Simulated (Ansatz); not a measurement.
`[CH3][Ga]([F])[F]` + HCl → `[F][Ga]([F])[Cl]` + CH₄  (ligand exchange at a Ga–C bond)

Isolated molecules relaxed with PBE0-D4/def2-TZVP in Ansatz; ΔE leaves out vibrations. CCSD(T)/CBS adds triple-zeta CCSD(T) − MP2 to the extrapolated MP2 energy (def2 sets, frozen cores). This one scheme is used for every species. Functionals use def2-TZVPP. For Ga outer-core shells are correlated without core-valence functions, which leaves a few kJ/mol of doubt a bond. Scalar relativity is left out up to krypton.

CCSD(T)/CBS gives -91.8 kJ/mol.

Problem. Another level gave -96.4 kJ/mol. Which?
A. PBE/def2-TZVPP
B. B97M-V/def2-TZVPP
C. r2SCAN/def2-TZVPP
D. PBE0-D4/def2-TZVPP

Solution. D. PBE0-D4 -96.4, r2SCAN -101.2, PBE -91.7, B97M-V -106.0 kJ/mol.

Largest T1 diagnostic among the species: 0.014.

From BLYP to BHLYP (50 % exact exchange), in def2-TZVPP and without D4, ΔE moves by −10.5 kJ/mol. Leaving LDA and LC-ωPBE aside and taking each functional with its dispersion term where it has one, the values, not all of them listed here, spread over 14.5 kJ/mol, from B97M-V to PBE-D4. LDA lies +8.4 kJ/mol from PBE without D4. In def2-TZVPP, CCSD(T) changes the Hartree–Fock value by +22.3 kJ/mol (the triples alone add +1.0 kJ/mol) and MP2 by +20.7 kJ/mol.
